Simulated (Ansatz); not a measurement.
Job for Ansatz (a first-principles code): R-PBE/def2-TZVPP on CHBrF2 (SMILES FC(F)Br), atoms moved off the minimum.

Ansatz 0.2 input:
```yaml
crystal:
  periodic: [false, false, false]
  atoms:
    - {symbol: F, position_ang: [-1.48107271, 1.03670593, -0.45474585]}
    - {symbol: C, position_ang: [-1.01763811, 0.04355494, 0.28861114]}
    - {symbol: F, position_ang: [-1.50910682, -1.13835925, -0.36589364]}
    - {symbol: Br, position_ang: [0.87283492, -0.01207809, -0.01653300]}
    - {symbol: H, position_ang: [-1.24216692, 0.12248332, 1.32912736]}
basis:
  gaussian:
    orbitals: def2-TZVPP
hamiltonian:
  xc: {name: PBE}
scf: {lower_state_search: off}
output: {forces: true}
```

It printed:

```
WARN ansatz: RAYON_NUM_THREADS=4 ignored (pool sized by the plan → 4); use --threads N
Functional definition: PBE
these checks for a lower state are left out or cut short: stability, starts, cluster_reference, orbital_swaps, neighbouring_geometries, increment
integrals: 0.06 GiB planned
927 factors; their error is unknown
mean field: 0.50 GiB planned
mean field evaluation 1: about -76517.1555 eV, gradient 3.5e1 eV
mean field evaluation 2: about -76513.3981 eV, gradient 5.9e1 eV
mean field evaluation 4: about -76518.9708 eV, gradient 3.5e0 eV
mean field evaluation 8: about -76518.9571 eV, gradient 3.5e-1 eV
mean field evaluation 16: about -76518.9573 eV, gradient 1.1e-4 eV
mean field -76518.95725666 eV, -2812.0198127701 hartree, gradient 5.3e-6 eV, S^2 0.000000; 0 other end points of the search recorded, 0 dependent functions left out
the calculation of the forces begins
reference -76518.95728245 eV, -2812.0198137181 hartree; 30, 30 occupied and 125, 125 virtual orbitals, 927 factors
Total energy: -76518.95728245 eV, -2812.0198137181 hartree
Atom 0 at    -1.481073     1.036706    -0.454746 Å, force    -0.838878     1.003996     0.183503 eV/Å
Atom 1 at    -1.017638     0.043555     0.288611 Å, force     0.302024    -1.920738    -3.074005 eV/Å
Atom 2 at    -1.509107    -1.138359    -0.365894 Å, force     0.111048     1.154263     1.627943 eV/Å
Atom 3 at     0.872835    -0.012078    -0.016533 Å, force     0.984651    -0.039730     0.396009 eV/Å
Atom 4 at    -1.242167     0.122483     1.329127 Å, force    -0.558846    -0.197791     0.866550 eV/Å
Dipole moment:    -0.043448     0.110818     0.323974 e Å
Checks for a lower state left out: stability, starts, cluster_reference, orbital_swaps, neighbouring_geometries, increment
```

Self-consistency was reached.

Cost: roughly 1.7 core-seconds.
